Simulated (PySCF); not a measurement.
# Electric field gradients and quadrupole coupling constants

C7H8FNO.
Cartesian coordinates in Å at the PBE0-D3(BJ)/def2-SVP level; atoms count from 1:
```
atom  x, y, z in Å
C1    -3.621   -1.255   -0.261
C2    -2.717   -0.365    0.148
C3    -1.826    0.419   -0.766
N4    -0.428    0.207   -0.471
C5     0.397    1.221   -0.094
O6     0.060    2.385   -0.008
C7     1.758    0.782    0.204
C8     2.894    0.449    0.466
C9     4.260    0.066    0.789
F10    4.471   -1.275    0.615
H11   -3.768   -1.472   -1.324
H12   -4.255   -1.793    0.448
H13   -2.585   -0.170    1.219
H14   -1.994    1.500   -0.641
H15   -2.042    0.168   -1.818
H16   -0.058   -0.735   -0.489
H17    4.963    0.626    0.146
H18    4.478    0.331    1.838
```

Field gradients from the PBE0/pcSseg-1 density (PySCF, non-relativistic), principal values in atomic units, ordered |Vxx| ≤ |Vyy| ≤ |Vzz|:

```
atom     Vxx     Vyy      Vzz
  N4  0.4559  0.5138  -0.9697
  O6  0.7140  0.8602  -1.5742
```

Find the asymmetry η = (Vxx − Vyy)/Vzz and the couplings χ = eQV/h (234.96 MHz × Q in barn × V in au), with Q(14N) = 0.02044 b, Q(17O) = −0.0256 b.

```
atom     environment  nucleus     η  χzz (MHz)  χxx (MHz)  χyy (MHz)
  N4  amide nitrogen      14N  0.06     -4.657      2.189      2.468
  O6    amide oxygen      17O  0.09       9.47      -4.29      -5.17
```

What is Vzz at N4 in SI units (1 au = 9.71736 × 10²¹ V/m²)?

-0.9697 au = -9.423 × 10²¹ V/m².

And the gradient at the other heavy atoms, for which no coupling is worked out here?

| atom | environment | Vzz (au) | η |
| --- | --- | --- | --- |
| C1 | terminal =CH2 carbon | 0.303 | 0.43 |
| C2 | alkene CH carbon | 0.315 | 0.61 |
| C3 | sp3 carbon bound to nitrogen | 0.302 | 0.47 |
| C5 | amide carbonyl carbon | 0.314 | 0.59 |
| C7 | alkyne carbon | -0.255 | 0.69 |
| C8 | alkyne carbon | -0.284 | 0.58 |
| C9 | sp3 C–F carbon | 0.475 | 0.43 |
| F10 | alkyl fluorine | 3.239 | 0.04 |

What couplings would deuterons (Q(2H) = 0.00286 b) have in place of the hydrogens, at this geometry?

```csv
atom,bonded to,bond length (Å),Vzz (au),η,χzz (kHz)
H11,C1,1.095,0.3024,0.06,203
H12,C1,1.093,0.3068,0.05,206
H13,C2,1.097,0.2961,0.06,199
H14,C3,1.101,0.2713,0.04,182
H15,C3,1.104,0.2787,0.05,187
H16,N4,1.012,0.3920,0.20,263
H17,C9,1.104,0.2693,0.07,181
H18,C9,1.104,0.2695,0.07,181
```

One conformer (not necessarily the lowest) at the PBE0-D3(BJ)/def2-SVP geometry, without solvent, vibrations or thermal averaging. The small basis limits the accuracy of the gradients.

These values come from a run that also computed NMR shieldings. On AMD EPYC 7R13, one thread, no GPU, shared host, this took 42 s of wall time (grids of density and orbitals included) and 0.96 GiB of memory at its peak.
